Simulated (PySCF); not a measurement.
TlP and its ions

PBE0; Tl def2-SVPD with ECP60, P def2-SVPD; scalar-relativistic core potentials (PySCF 2.14). Neutral (UKS): triplet (π ↑↑), Re = 2.736 Å, ωe = 237 cm⁻¹, De = 1.90 eV, HOMO -5.13 eV, LUMO -2.75 eV.

TlP⁺ (UKS): quartet (σ ↑, π ↑↑), Re = 3.153 Å, ωe = 101 cm⁻¹. The energies at the minima are -513.58732 hartree for TlP and -513.33208 for TlP⁺.

Work out the adiabatic ionisation energy, without and with harmonic zero-point energies (1 hartree = 27.2114 eV, 1 eV = 8065.5 cm⁻¹), and the change of the bond length.

At PBE0: 0.25524 hartree = 6.945 eV between the minima; the zero-point term (101.0 − 237.0)/2 cm⁻¹ = -0.008 eV makes it 6.937 eV. Re changes by +41.7 pm against the neutral. The electron leaves a σ orbital, and the ion is left as a loose complex of an ion and an atom.

Spin–orbit coupling is left out, which matters for elements this heavy, above all for dissociation energies. States were picked by a PBE0 search and need not be the measured ground states.
